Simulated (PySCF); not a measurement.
A structure optimised at B3LYP-D3(BJ)/def2-SVP, used in a PySCF frequency run:

```xyz
11

Zr     0.0000     0.0000    -0.3633
C      1.8006     0.0000     0.8973
H      2.4062     0.8959     0.6533
H      1.6048     0.0000     1.9847
H      2.4062    -0.8959     0.6533
C     -1.8006     0.0000     0.8973
H     -2.4062    -0.8959     0.6533
H     -1.6048     0.0000     1.9847
H     -2.4062     0.8959     0.6533
H      0.0000    -1.5476    -1.4098
H      0.0000     1.5476    -1.4098
```
Charge 0, spin multiplicity 1.

### Question
Write its SMILES, formula and point group.

### Answer
[CH3][ZrH2][CH3], C2H8Zr, C2v

### Question
What are its rotational constants (standard atomic weights)?

### Answer
9.6040, 4.4143, 3.3474 GHz
